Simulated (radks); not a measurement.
Spherical jellium clusters: N electrons in a uniform positive sphere of charge N and radius rs N^(1/3), rs = 4.32 bohr. Method: non-relativistic Kohn-Sham, PBE, spin-polarised, spherical densities; computed with a radial shooting solver with Libxc functionals. Levels are named by radial order and angular momentum (1s, 1p, 1d, 2s, ...), and open shells are averaged over m.

N = 10, configuration 1s2 1p6 1d(up 2, down 0). This is the lowest configuration that the search found. Occupied levels:

level    occupation  eigenvalue (eV)  <r> (bohr)
1s up             1          -4.3494       6.300
1s down           1          -4.2612       5.797
1p up             3          -3.4628       7.356
1p down           3          -3.2133       7.091
1d up             2          -2.3123       8.278

Energy (eV): total -17.8407, kinetic 15.455, external -344.90, Hartree 170.01, exchange-correlation -33.829, background 175.42.
